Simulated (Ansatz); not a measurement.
Results of the Gaussian-basis code of Ansatz.

Basis-set series for AuH4NS (`[NH3+][Au-][SH]`). Charge 0, multiplicity 1. Au: def2 effective core potential. The structure was optimised at the PBE0-D4/def2-TZVP level. It is one conformer, not always the lowest.

| functional | basis | functions | energy (Eh) | HOMO (eV) | LUMO (eV) |
| --- | --- | --- | --- | --- | --- |
| PBE0-D4 | def2-SVP | 84 | -590.77021 | -5.49 | -0.26 |
| PBE0-D4 | def2-QZVPP | 335 | -591.00677 | -5.70 | -1.00 |
| ωB97M-V | def2-SVP | 84 | -590.83062 | -7.61 | 1.35 |
| ωB97M-V | def2-QZVPP | 335 | -591.06878 | -7.85 | 0.05 |

**Question.** Give the rows for def2-TZVPP. (Estimate.)

**Answer.** The calculation gave: 
```csv
functional,basis,functions,energy (Eh),HOMO (eV),LUMO (eV)
PBE0-D4,def2-TZVPP,185,-590.98943,-5.65,-0.71
ωB97M-V,def2-TZVPP,185,-591.05202,-7.79,0.69
```

Positive LUMOs are unbound and depend on the basis.
